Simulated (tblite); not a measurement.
C₅H₇BF₂S.
Atom-mapped SMILES: `[CH3:1][S:2][B:3]([F:4])[C:5]1=[CH:6][CH2:7][C@@H:8]1[F:9]` (hydrogens: H10, H11, H12 on C1; H13 on C6; H14, H15 on C7; H16 on C8)

Computed with GFN2-xTB (tblite), gas phase: L-BFGS steps from a force-field or distance-geometry start until the largest atomic force falls under 0.01 eV/Å.

The end geometry, which sets the zero of energy:
```
atom  x, y, z in Å
C1      2.5058   -0.4642   -0.6212
S2      2.0825   -1.6068    0.7403
B3      0.3732   -1.2547    1.1170
F4     -0.1459   -1.9686    2.1177
C5     -0.5750   -0.2304    0.4534
C6     -1.8384    0.1263    0.7634
C7     -2.0218    1.0560   -0.3954
C8     -0.5488    0.7262   -0.7284
F9     -0.3497    0.1597   -1.9641
H10     3.5340   -0.6795   -0.8910
H11     2.4239    0.5595   -0.2723
H12     1.8555   -0.6407   -1.4697
H13    -2.4951   -0.1380    1.5713
H14    -2.2396    2.0979   -0.1631
H15    -2.7167    0.7008   -1.1544
H16     0.1485    1.5654   -0.6522
```

Problem. These geometries come from the run, each turned onto the end geometry. Order them by energy, lowest first.
A.
```
atom  x, y, z in Å
C1      2.5879   -0.3993   -0.5280
S2      2.0746   -1.6339    0.7201
B3      0.3552   -1.2940    1.0454
F4     -0.1809   -2.0415    2.0154
C5     -0.5908   -0.2549    0.3977
C6     -1.8080    0.1670    0.7905
C7     -2.0418    1.0747   -0.3751
C8     -0.6331    0.6377   -0.8377
F9     -0.6113   -0.0164   -2.0489
H10     3.5800   -0.7079   -0.8361
H11     2.6403    0.5792   -0.0638
H12     1.9135   -0.3802   -1.3790
H13    -2.4219   -0.0512    1.6404
H14    -2.1460    2.1364   -0.1577
H15    -2.8465    0.7625   -1.0340
H16     0.1210    1.4307   -0.8978
```
B.
```
atom  x, y, z in Å
C1      2.8520   -0.3923   -0.1268
S2      1.9243   -1.9605    0.0381
B3      0.3371   -1.3356    0.6529
F4     -0.1598   -2.0315    1.6809
C5     -0.5561   -0.1778    0.1549
C6     -1.5472    0.4353    0.8323
C7     -2.1901    1.0646   -0.3603
C8     -0.9684    0.5068   -1.1500
F9     -1.2663   -0.2960   -2.2272
H10     3.6760   -0.5129   -0.8219
H11     3.2383   -0.1961    0.8701
H12     2.1930    0.4049   -0.4495
H13    -1.7786    0.4815    1.8790
H14    -2.3526    2.1471   -0.3734
H15    -3.1295    0.5796   -0.6427
H16    -0.2799    1.2919   -1.5052
```
C.
```
atom  x, y, z in Å
C1      2.5110   -0.4830   -0.6329
S2      2.0918   -1.5866    0.7633
B3      0.3774   -1.2416    1.1223
F4     -0.1464   -1.9426    2.1303
C5     -0.5756   -0.2287    0.4484
C6     -1.8450    0.1100    0.7535
C7     -2.0248    1.0645   -0.3861
C8     -0.5507    0.7425   -0.7219
F9     -0.3486    0.1877   -1.9621
H10     3.5575   -0.6594   -0.8563
H11     2.3671    0.5500   -0.3379
H12     1.9029   -0.7326   -1.4938
H13    -2.5092   -0.1873    1.5423
H14    -2.2346    2.1011   -0.1268
H15    -2.7261    0.7333   -1.1502
H16     0.1460    1.5817   -0.6408
```
D.
```
atom  x, y, z in Å
C1      2.8054   -0.2843   -0.2010
S2      2.0019   -1.7968    0.4240
B3      0.2979   -1.3875    0.7304
F4     -0.3882   -2.3320    1.3630
C5     -0.5342   -0.1481    0.3040
C6     -1.5684    0.4791    0.8938
C7     -2.1325    1.0598   -0.3680
C8     -0.8893    0.4468   -1.0533
F9     -1.1627   -0.4631   -2.0399
H10     3.5442   -0.5811   -0.9412
H11     3.3112    0.1807    0.6386
H12     2.0851    0.3992   -0.6304
H13    -1.8803    0.5618    1.9216
H14    -2.2592    2.1388   -0.4266
H15    -3.0531    0.5677   -0.6836
H16    -0.1856    1.1678   -1.4801
```
E.
```
atom  x, y, z in Å
C1      2.5389   -0.4532   -0.6012
S2      2.0998   -1.5602    0.7846
B3      0.3647   -1.2651    1.0923
F4     -0.1635   -1.9940    2.0780
C5     -0.5901   -0.2490    0.4256
C6     -1.8418    0.1210    0.7626
C7     -2.0291    1.0748   -0.3766
C8     -0.5765    0.7044   -0.7588
F9     -0.4394    0.1165   -1.9939
H10     3.5753   -0.6679   -0.8389
H11     2.4432    0.5808   -0.2896
H12     1.9055   -0.6631   -1.4561
H13    -2.4851   -0.1476    1.5822
H14    -2.1978    2.1186   -0.1128
H15    -2.7599    0.7695   -1.1234
H16     0.1483    1.5232   -0.7228
```

Solution. C (0.002 eV), E (0.006 eV), A (0.030 eV), D (0.215 eV), B (0.385 eV).

In the order of the answer:

```json
{"step": "128", "E above end (eV)": "0.002", "largest force (eV/Å)": "0.04", "rms force component (eV/Å)": "0.014", "rms distance from end (Å)": "0.045", "rms bond change (Å)": "0.000", "bond most changed (Å)": "C1–S2 +0.001"}
{"step": "117", "E above end (eV)": "0.006", "largest force (eV/Å)": "0.06", "rms force component (eV/Å)": "0.019", "rms distance from end (Å)": "0.057", "rms bond change (Å)": "0.001", "bond most changed (Å)": "C6–H13 +0.002"}
{"step": "106", "E above end (eV)": "0.030", "largest force (eV/Å)": "0.16", "rms force component (eV/Å)": "0.054", "rms distance from end (Å)": "0.178", "rms bond change (Å)": "0.002", "bond most changed (Å)": "C5–C8 +0.004"}
{"step": "43", "E above end (eV)": "0.215", "largest force (eV/Å)": "0.22", "rms force component (eV/Å)": "0.073", "rms distance from end (Å)": "0.749", "rms bond change (Å)": "0.004", "bond most changed (Å)": "B3–C5 +0.007"}
{"step": "30", "E above end (eV)": "0.385", "largest force (eV/Å)": "0.37", "rms force component (eV/Å)": "0.119", "rms distance from end (Å)": "0.813", "rms bond change (Å)": "0.009", "bond most changed (Å)": "S2–B3 +0.028"}
```

What follows is the cost of the whole relaxation. Time: 0.85 s wall. Hardware: Arm Neoverse V2, one thread, shared host with 32 logical CPUs at a one-minute load of 18.
